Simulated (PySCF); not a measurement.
Benzothiadiazole, C6H4N2S, SMILES c1ccc2nsnc2c1 (CAM-B3LYP/def2-SVP optimised geometry):

```
13

C     -1.742     0.202    -0.001
C     -1.179    -1.119     0.000
C      0.169    -1.326     0.000
C      1.026    -0.184     0.000
N      2.355    -0.184     0.000
S      2.829     1.370     0.000
N      1.379     2.104     0.000
C      0.459     1.146     0.000
C     -0.959     1.318    -0.001
H     -2.829     0.304    -0.001
H     -1.858    -1.974    -0.001
H      0.606    -2.325     0.000
H     -1.376     2.325    -0.001
```

Calculation: CAM-B3LYP/def2-TZVP (PySCF 2.14.0).

Problem. What are the frontier orbital energies and the dipole moment?

Solution. HOMO-2 -10.10 eV, HOMO-1 -8.74 eV, HOMO -8.29 eV, LUMO -1.43 eV, LUMO+1 1.16 eV; dipole moment 1.87 D.

On the same geometry PBE/def2-TZVP (PySCF 2.14.0) gives HOMO-2 -7.07 eV, HOMO-1 -6.68 eV, HOMO -6.19 eV, LUMO -3.15 eV, LUMO+1 -1.00 eV; dipole moment 1.74 D.

Meta-Löwdin charges at CAM-B3LYP/def2-TZVP: C1 -0.11, C2 -0.11, C3 -0.12, C4 0.07, N5 -0.43, S6 0.67, N7 -0.43, C8 0.07, C9 -0.12, H10 0.12, H11 0.12, H12 0.13, H13 0.13.
